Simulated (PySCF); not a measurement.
C₄H₇O₂, SMILES O=C(O)[C](C)C, doublet, B3LYP/def2-SVP optimised geometry.

```
13

C      0.78     1.32     0.00
C     -0.11     0.12     0.00
C     -1.59     0.27     0.00
C      0.46    -1.22     0.00
O     -0.18    -2.26     0.00
O      1.82    -1.22     0.00
H      1.41     1.35    -0.91
H      1.49     1.30     0.84
H      0.20     2.26     0.04
H     -2.09    -0.71    -0.01
H     -1.94     0.84     0.88
H     -1.93     0.84    -0.88
H      2.09    -2.15     0.00
```

Density from PySCF 2.14.0 with unrestricted B3LYP/def2-TZVP at that geometry.

Minimum of the electron density along straight lines between bonded atoms, close to the bond critical point (lines longer than 1.1 times the sum of covalent radii, or with two minima, are not listed):

```
bond    length / Å  ρ at the minimum / e bohr⁻³  ∇²ρ there / e bohr⁻⁵  position (fraction from the first atom)
------  ----------  ---------------------------  --------------------  ---------------------------------------
C1–C2        1.495                        0.263                 -0.69                                     0.49
C2–C3        1.490                        0.265                 -0.70                                     0.52
C2–C4        1.458                        0.290                 -0.81                                     0.48
C4–O5        1.220                            ?                     ?                                     0.34
C4–O6        1.361                        0.300                 -0.74                                     0.35
C1–H7        1.106                        0.269                 -0.89                                     0.64
C1–H8        1.104                        0.270                 -0.90                                     0.64
C1–H9        1.100                        0.275                 -0.93                                     0.64
C3–H10       1.098                        0.278                 -0.96                                     0.65
C3–H11       1.107                        0.267                 -0.88                                     0.64
C3–H12       1.107                        0.267                 -0.88                                     0.64
O6–H13       0.971                        0.352                     ?                                     0.81
```

Question: Complete the blanks.

Answer: 
- C4–O5, ρ at the minimum / e bohr⁻³: 0.420
- C4–O5, ∇²ρ there / e bohr⁻⁵: -0.40
- O6–H13, ∇²ρ there / e bohr⁻⁵: -2.39
